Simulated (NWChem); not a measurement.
All runs are NWChem calculations. System: Cl2Hg, charge 0, spin multiplicity 1, at a geometry optimised with PBE0/def2-SVP with def2 effective core potentials on Hg. The structure started from a generated list of species. Level: PBE/def2-SVP with def2 effective core potentials on Hg.

Job file:

```
start mol
memory heap 200 mb stack 900 mb global 1100 mb
geometry units angstroms nocenter noautoz noautosym
  Hg     0.000000     0.000000     0.000000
  Cl     0.000000     0.000000     2.282284
  Cl     0.000000     0.000000    -2.282284
end
basis spherical
  * library def2-svp
end
ecp
  Hg library def2-ecp
end
dft
  xc xpbe96 cpbe96
  semidirect memsize 60000000 filesize 0
  iterations 100
end
task dft energy
```

Part of the output:

```
             Northwest Computational Chemistry Package (NWChem) 7.3.0
             --------------------------------------------------------

                                NWChem Input Module
                                -------------------

 Scaling coordinates for geometry "geometry" by  1.889725989
 (inverse scale =  0.529177249)

                             Geometry "geometry" -> ""
                             -------------------------

 Output coordinates in angstroms (scale by  1.889725989 to convert to a.u.)

  No.       Tag          Charge          X              Y              Z
 ---- ---------------- ---------- -------------- -------------- --------------
    1 Hg                  80.0000     0.00000000     0.00000000     0.00000000
    2 Cl                  17.0000     0.00000000     0.00000000     2.28228400
    3 Cl                  17.0000     0.00000000     0.00000000    -2.28228400

 Effective nuclear repulsion energy (a.u.)     664.1716060576

            Nuclear Dipole moment (a.u.)
            ----------------------------
        X                 Y               Z
 ---------------- ---------------- ----------------
     0.0000000000     0.0000000000     0.0000000000


 Summary of "ao basis" -> "" (spherical)
 ------------------------------------------------------------------------------
       Tag                 Description            Shells   Functions and Types
 ---------------- ------------------------------  ------  ---------------------
 *                          def2-svp                  on all atoms

 Summary of "ao basis" -> "ao basis" (spherical)
 ------------------------------------------------------------------------------
       Tag                 Description            Shells   Functions and Types
 ---------------- ------------------------------  ------  ---------------------
 Hg                         def2-svp                12       32   6s3p2d1f
 Cl                         def2-svp                 8       18   4s3p1d

 Summary of "ao basis" -> "ao basis" (spherical)
 ------------------------------------------------------------------------------
       Tag                 Description            Shells   Functions and Types
 ---------------- ------------------------------  ------  ---------------------
 Hg                         def2-svp                12       32   6s3p2d1f
 Cl                         def2-svp                 8       18   4s3p1d

            General Information
            -------------------
          SCF calculation type: DFT
          Wavefunction type:  closed shell.
          No. of atoms     :     3
          No. of electrons :    54
           Alpha electrons :    27
            Beta electrons :    27
          Charge           :     0
          Spin multiplicity:     1
          Use of symmetry is: off; symmetry adaption is: off
          Maximum number of iterations: 100
          AO basis - number of functions:    68
                     number of shells:    28
          Convergence on energy requested:  1.00D-06
          Convergence on density requested:  1.00D-05
          Convergence on gradient requested:  5.00D-04

              XC Information
              --------------
          PerdewBurkeErnzerhof Exchange Functional  1.000
            Perdew 1991 LDA Correlation Functional  1.000 local
           PerdewBurkeErnz. Correlation Functional  1.000 non-local

             Grid Information
             ----------------
          Grid used for XC integration:  medium
[...]
   convergence    iter        energy       DeltaE   RMS-Dens  Diis-err    time
 ---------------- ----- ----------------- --------- --------- ---------  ------
 d= 0,ls=0.0,diis     1  -1073.2365020333 -1.26D+03  3.58D-02  6.57D-01     0.7
 d= 0,ls=0.0,diis     2  -1073.1565013739  8.00D-02  2.23D-02  1.01D+00     0.9
 d= 0,ls=0.0,diis     3  -1073.2989983045 -1.42D-01  4.04D-03  8.46D-02     1.1
 d= 0,ls=0.0,diis     4  -1073.3097639132 -1.08D-02  7.63D-04  2.38D-03     1.3
 d= 0,ls=0.0,diis     5  -1073.3101032968 -3.39D-04  1.15D-04  6.03D-05     1.4
  Resetting Diis
 d= 0,ls=0.0,diis     6  -1073.3101098095 -6.51D-06  2.76D-05  3.19D-06     1.6
 d= 0,ls=0.0,diis     7  -1073.3101101638 -3.54D-07  1.95D-05  1.83D-07     1.8
 d= 0,ls=0.0,diis     8  -1073.3101101354  2.84D-08  1.17D-05  3.91D-07     1.9
 d= 0,ls=0.0,diis     9  -1073.3101101948 -5.95D-08  1.68D-06  1.38D-08     2.1

         Total DFT energy =    -1073.310110194823
      One electron energy =    -1920.971756786685
           Coulomb energy =      726.583542218252
    Exchange-Corr. energy =      -70.092951375916
 Nuclear repulsion energy =      191.171055749526

 Numeric. integr. density =       53.999999907018

     Total iterative time =      1.9s

                       DFT Final Molecular Orbital Analysis
                       ------------------------------------

 Vector   25  Occ=2.000000D+00  E=-2.898498D-01
              MO Center= -1.2D-09, -5.3D-10,  1.3D-06, r^2= 6.1D+00
   Bfn.  Coefficient  Atom+Function         Bfn.  Coefficient  Atom+Function
  ----- ------------  ---------------      ----- ------------  ---------------
    44      0.352446  2 Cl py                62      0.352446  3 Cl py
    41      0.265528  2 Cl py                59      0.265527  3 Cl py
    43      0.253566  2 Cl px                61      0.253565  3 Cl px
    40      0.191032  2 Cl px                58      0.191032  3 Cl px
    38      0.155059  2 Cl py                56      0.155058  3 Cl py

 Vector   26  Occ=2.000000D+00  E=-2.677560D-01
              MO Center= -1.1D-08,  1.1D-08, -1.4D-06, r^2= 6.0D+00
   Bfn.  Coefficient  Atom+Function         Bfn.  Coefficient  Atom+Function
  ----- ------------  ---------------      ----- ------------  ---------------
    43      0.326580  2 Cl px                61     -0.326581  3 Cl px
    44     -0.319451  2 Cl py                62      0.319451  3 Cl py
    40      0.240695  2 Cl px                58     -0.240696  3 Cl px
    41     -0.235441  2 Cl py                59      0.235441  3 Cl py
    19      0.197509  1 Hg d  1              17      0.193197  1 Hg d -1

 Vector   27  Occ=2.000000D+00  E=-2.677560D-01
              MO Center= -1.0D-09, -9.5D-10, -1.3D-06, r^2= 6.0D+00
   Bfn.  Coefficient  Atom+Function         Bfn.  Coefficient  Atom+Function
  ----- ------------  ---------------      ----- ------------  ---------------
    44      0.326580  2 Cl py                62     -0.326581  3 Cl py
    43      0.319451  2 Cl px                61     -0.319451  3 Cl px
    41      0.240695  2 Cl py                59     -0.240696  3 Cl py
    40      0.235441  2 Cl px                58     -0.235441  3 Cl px
    17     -0.197509  1 Hg d -1              19      0.193197  1 Hg d  1

 Vector   28  Occ=0.000000D+00  E=-1.200538D-01
              MO Center=  2.3D-08,  6.3D-09, -4.8D-08, r^2= 4.6D+00
   Bfn.  Coefficient  Atom+Function         Bfn.  Coefficient  Atom+Function
  ----- ------------  ---------------      ----- ------------  ---------------
     5      0.650163  1 Hg s                  6      0.525226  1 Hg s
    45      0.476152  2 Cl pz                63     -0.476152  3 Cl pz
     3     -0.430132  1 Hg s                 18      0.370266  1 Hg d  0
     2      0.283791  1 Hg s                 42      0.274975  2 Cl pz
    60     -0.274975  3 Cl pz                36     -0.202605  2 Cl s

 Vector   29  Occ=0.000000D+00  E=-3.560892D-02
              MO Center= -2.7D-08,  2.6D-08, -6.3D-09, r^2= 5.0D+00
   Bfn.  Coefficient  Atom+Function         Bfn.  Coefficient  Atom+Function
  ----- ------------  ---------------      ----- ------------  ---------------
    14     -0.702112  1 Hg py                13      0.695632  1 Hg px
     8      0.197759  1 Hg py                 7     -0.195934  1 Hg px
    44      0.167209  2 Cl py                62      0.167209  3 Cl py
    43     -0.165666  2 Cl px                61     -0.165666  3 Cl px
    11     -0.097853  1 Hg py                10      0.096950  1 Hg px

 Vector   30  Occ=0.000000D+00  E=-3.560892D-02
              MO Center= -6.5D-08, -6.4D-08, -8.8D-09, r^2= 5.0D+00
   Bfn.  Coefficient  Atom+Function         Bfn.  Coefficient  Atom+Function
  ----- ------------  ---------------      ----- ------------  ---------------
    13      0.702112  1 Hg px                14      0.695632  1 Hg py
     7     -0.197759  1 Hg px                 8     -0.195934  1 Hg py
    43     -0.167209  2 Cl px                61     -0.167209  3 Cl px
    44     -0.165666  2 Cl py                62     -0.165666  3 Cl py
    10      0.097853  1 Hg px                11      0.096950  1 Hg py

 center of mass
 --------------
 x =   0.00000000 y =   0.00000000 z =   0.00000000

 moments of inertia (a.u.)
 ------------------
        1300.913404499137           0.000000000000           0.000000000000
           0.000000000000        1300.913404499137           0.000000000000
           0.000000000000           0.000000000000           0.000000000000

     Multipole analysis of the density
     ---------------------------------

     L   x y z        total         alpha         beta         nuclear
     -   - - -        -----         -----         ----         -------
     0   0 0 0     -0.000000    -27.000000    -27.000000     54.000000

     1   1 0 0     -0.000000     -0.000000     -0.000000      0.000000
     1   0 1 0      0.000000      0.000000      0.000000      0.000000
     1   0 0 1     -0.000000     -0.000000     -0.000000      0.000000

     2   2 0 0    -35.453870    -17.726935    -17.726935      0.000000
     2   1 1 0      0.000000      0.000000      0.000000      0.000000
     2   1 0 1      0.000000      0.000000      0.000000      0.000000
     2   0 2 0    -35.453870    -17.726935    -17.726935      0.000000
     2   0 1 1      0.000000      0.000000      0.000000      0.000000
     2   0 0 2    -41.598008   -337.016550   -337.016550    632.435092

 Task  times  cpu:        2.1s     wall:        2.1s

 Total times  cpu:        2.1s     wall:        2.1s
```
